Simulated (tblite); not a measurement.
Start geometry of `CS/C=C/C=C/C=C/C#N` from a force field or distance geometry (Å):
```
atom  x, y, z in Å
C1     3.969    0.472   -0.599
S2     3.495   -1.256   -0.979
C3     1.919   -1.648   -0.204
C4     0.961   -0.700   -0.238
C5    -0.359   -0.914    0.364
C6    -1.228    0.099    0.269
C7    -2.574    0.031    0.812
C8    -3.332    1.105    0.673
C9    -4.688    1.161    1.159
N10   -5.800    1.196    1.563
H11    3.064    1.114   -0.683
H12    4.316    0.579    0.463
H13    4.768    0.809   -1.240
H14    1.732   -2.599    0.249
H15    1.228    0.232   -0.711
H16   -0.627   -1.845    0.852
H17   -0.904    1.020   -0.221
H18   -2.969   -0.850    1.323
H19   -2.982    2.003    0.170
```

Task: What comes out of this run: GFN2-xTB geometry optimisation, gas phase (tblite)?

Result: 
```
atom  x, y, z in Å
C1     3.9544    0.2778   -0.7821
S2     3.6388   -1.4787   -0.4494
C3     1.9523   -1.5249   -0.0669
C4     1.0772   -0.5056   -0.0311
C5    -0.2937   -0.6869    0.3143
C6    -1.1940    0.3204    0.3715
C7    -2.5591    0.1283    0.7278
C8    -3.4641    1.1277    0.7867
C9    -4.7992    0.9133    1.1464
N10   -5.8965    0.7441    1.4436
H11    3.3631    0.6010   -1.6336
H12    3.7241    0.8642    0.1022
H13    5.0117    0.3554   -1.0135
H14    1.6423   -2.5335    0.1623
H15    1.3896    0.5023   -0.2628
H16   -0.6123   -1.6957    0.5437
H17   -0.8800    1.3307    0.1403
H18   -2.8722   -0.8807    0.9661
H19   -3.1924    2.1502    0.5576
```

The energy falls by 16.2 kcal/mol over 110 L-BFGS steps, the largest force on an atom goes from 4.09 to 0.008 eV/Å, and the atoms move by 0.468 Å rms after alignment. The bond that changes most is S2–C3 (sulfide sulfur to alkene CH carbon), which shortens by 0.069 Å. Bonds longer at the end by more than 0.005 Å: 4 of 18; shorter: 10. Among the angles that change most is S2–C3–H14, from 121.9° to 110.6°. Among the dihedrals that turn most is C1–S2–C3–C4, from 41° to 0°. Rotational constants go from 5772, 271.1, 261.1 to 6994, 266.0, 256.7 MHz. The orientation of the end geometry is arbitrary; only internal coordinates are fixed.

On one thread, Arm Neoverse V1 (aarch64), on a shared host, this took 0.97 s wall.

Its GFN2-xTB frequencies are all real (lowest 42 cm⁻¹). The numbers are those of one conformer. 3 starts were optimised and ended at 0.00, 0.82 and 0.82 kcal/mol (GFN2-xTB); the lowest of these is shown.

All values are computed, not measured.
